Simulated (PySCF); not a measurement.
Finite-field polarisability of K⁻ (potassium, charge -1)

[Ar] 4s2, closed-shell 1S. Calculation: PySCF 2.14, in aug-cc-pVQZ-X2C; scalar relativity by spin-free X2C-1e. Frozen: [Ar]. Energy changes in a uniform field (μhartree):

```tsv
axis	F (au)	HF	MP2	CCSD	CCSD(T)
x	0.0003	-97.995	-86.143	-76.650	-76.650
x	0.0006	-399.181	-353.069	-311.950	-311.950
```

**Question.** Derive α along x at CCSD(T) from the two fields.

**Answer.** With ΔE = −αF²/2 − γF⁴/24, α = −(16 ΔE(F) − ΔE(2F))/(6F²) = 1693 bohr³.

**Question.** And the mean polarisability at each level?

**Answer.** HF 2164, MP2 1899, CCSD 1693, CCSD(T) 1693 bohr³.

The polarisability of an anion needs two sets of diffuse s and p functions; this basis lacks them, so these values show the method and not the converged property.
